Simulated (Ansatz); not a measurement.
The cluster Au₂S₂⁻, relaxed as a doublet with UKS PBE-D4/def2-SVPD in Ansatz, starting from the GFN2-xTB geometry. Force threshold 0.02 eV/Å.

In the def2 sets Au takes a core potential; there is no spin–orbit coupling. The structure comes from a short search, and lower isomers may exist.

Start:

```xyz
4

Au    1.270    1.051    1.264
Au   -0.398   -0.326   -0.441
S    -0.607   -0.142   -2.682
S    -0.264   -0.583    1.859
```

Q: Estimate the energy that the relaxation releases and the steps that it takes.

A: 7.2 kcal/mol, in 7 steps; 16 s on 4 threads of Arm Neoverse V1 on a shared host. No frequencies were taken in this run, so the end may be a saddle point.

Q: Does the start keep its bonding and symmetry?

A: By distances, no bond broke or formed, bridged metal pairs apart. The bond that changes most is Au2–S4, from 2.32 to 2.28 Å (atoms count from 1). Metal–metal contacts that move far: Au1–Au2 2.75 to 3.60 Å. Point group Cs at the start, Cs at the end, both within 0.05 Å.

Q: Predict the relaxed structure.

A: 
```xyz
4

Au    1.4831    1.1429    1.9659
Au   -0.4620   -0.3459   -0.6707
S    -0.8727   -0.3741   -2.8852
S    -0.1484   -0.4229    1.5900
```
Bond lengths (bridged metal pairs left out): 3 × Au–S 2.25 to 2.29 Å.
